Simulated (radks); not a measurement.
Results of a calculation; reference values are marked as such.
Initial-state core-level shifts of the rhodium ion Rh+ when its valence configuration changes from [Kr] 4d8. Level of theory: scalar-relativistic Kohn-Sham, r2SCAN, spin-polarised, spherical densities, finite nucleus; open shells are filled with parallel spins first (spin-orbit coupling, left out, can overturn this in heavy ions); meta-GGA in the generalised Kohn-Sham scheme; Fermi nuclear charge, rms radius 4.4945 fm (a radial shooting solver on a logarithmic mesh with Libxc functionals). Shifts are changes of the shell-averaged eigenvalues in eV (positive: less bound); the change of the density at the nucleus, which sets a Mossbauer isomer shift, is in e/bohr^3, on a base of 1.237e+05.

| valence | 2s | 2p | 3s | 3d | density at nucleus |
|---|---|---|---|---|---|
| 4d7 5p1 | -5.835 | -5.827 | -5.798 | -5.813 | +2.86 |
| 4d7.5 5p0.5 | -2.901 | -2.897 | -2.888 | -2.894 | +1.28 |
| 4d5.5 5p2.5 | -14.990 | -14.967 | -14.803 | -14.853 | +9.23 |
| 4d4.5 5s1 5p2.5 | -20.492 | -20.460 | -20.104 | -20.189 | +43.59 |
| 4d6.5 5s1 5p0.5 | -7.499 | -7.485 | -7.407 | -7.434 | +27.85 |
| 4d7 5s1 | -4.472 | -4.463 | -4.414 | -4.432 | +24.95 |
| 4d7.5 5s0.5 | -2.200 | -2.195 | -2.176 | -2.184 | +11.70 |
| 4d6 5p2 | -11.875 | -11.857 | -11.752 | -11.788 | +6.84 |
| 4d6 5s1 5p1 | -10.586 | -10.568 | -10.446 | -10.484 | +31.37 |
